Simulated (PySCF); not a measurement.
A GIAO shielding run with PySCF 2.14.0 with density-fitted response routines (density fitting, non-relativistic, gas phase) on SMILES C/C=C1/[SiH2][C@@H](CO)[C@H]1F, C6H11FOSi:

```
$ OMP_NUM_THREADS=1 python probes_run.py task.json out

{"job": {"kind": "nmr", "xc": "PBE0", "basis": "pcSseg-1"}, "charge": 0, "multiplicity": 1}
C      3.103272    -0.026896     0.585569
C      1.967507    -0.960628     0.335471
C      0.756482    -0.621616    -0.087109
Si    -0.894144    -1.478655    -0.426316
C     -1.282120     0.405194    -0.516830
C     -2.101368     0.874782     0.679875
O     -3.334877     0.197344     0.758397
C      0.214322     0.757156    -0.403019
F      0.483109     1.715493     0.557314
H      3.399796    -0.078263     1.633109
H      3.964299    -0.322641    -0.014567
H      2.836323     0.998597     0.349778
H      2.175894    -2.006946     0.526410
H     -0.997710    -2.159044    -1.718954
H     -1.519203    -2.221424     0.657993
H     -1.729648     0.798936    -1.432492
H     -2.256464     1.963016     0.647640
H     -1.577858     0.636038     1.607896
H     -3.836335     0.380921    -0.043417
H      0.623574     1.159316    -1.338569
```

Hardware: 1 thread of an Arm Neoverse V1, shared host. The job also computes population analyses, field gradients, ring-centre shieldings.

Question: How large is the calculation?

Answer: 78 electrons, 215 basis functions and 1135 auxiliary functions.

Question: How long does it take, and how much memory does it need?

Answer: 59 s of wall time, with 14 SCF cycles and 5 response iterations; peak memory 1 GiB. Times on a shared host scatter by some tens of per cent.
